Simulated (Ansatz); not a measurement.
Calculated with Ansatz (gas phase, PBE0-D4/def2-TZVP geometries, no zero-point term in ΔE). CCSD(T)/CBS adds triple-zeta CCSD(T) − MP2 to the extrapolated MP2 energy (def2 sets, frozen cores). DFT in def2-TZVPP. B3LYP here is the variant with VWN-RPA as its local correlation; programs differ in this. Elements past krypton have def2 core potentials. For Sn outer-core shells are correlated without core-valence functions, which leaves a few kJ/mol of doubt a bond. Each species was taken in one conformer, which may not be the lowest.

`[CH3][SnH2][N]=C=O` → `C1=C[O][SnH2][NH]1`  (isomerisation)

| level | ΔE (kcal/mol) | difference from CCSD(T)/CBS |
| --- | --- | --- |
| PBE-D4 | 27.7 | 2.4 |
| r2SCAN-D4 | 29.4 | 4.1 |
| PBE0-D4 | 27.2 | 1.9 |
| ωB97X-V | 28.1 | 2.8 |
| ωB97M-V | 28.3 | 3.0 |
| B2PLYP | 31.5 | 6.2 |
| PBE | 28.7 | 3.4 |
| r2SCAN | 29.6 | 4.3 |
| B3LYP | 31.8 | 6.5 |
| SCS-MP2/def2-TZVPP | 31.6 | 6.3 |
| CCSD(T)/def2-TZVPP | 28.6 | 3.3 |
| HF/def2-QZVPP | 36.8 | 11.5 |
| MP2/def2-QZVPP | 28.6 | 3.3 |
| SCS-MP2/def2-QZVPP | 29.6 | 4.3 |
| HF/CBS(def2) | 36.7 | 11.4 |
| MP2/CBS(def2) | 27.4 | 2.1 |
| CCSD(T)/CBS | 25.3 | 0 |

Largest T1 diagnostic among the species: 0.015.

The D4 term adds −1.7 kcal/mol with B3LYP and −0.8 kcal/mol with PBE0; it sums over pairs of atoms, weighted by their polarisabilities, and B3LYP, whose exchange is more repulsive, gets the larger term. In def2-TZVPP, CCSD(T) changes the Hartree–Fock value by −8.9 kcal/mol (the triples alone add −0.4 kcal/mol) and MP2 by −6.7 kcal/mol.
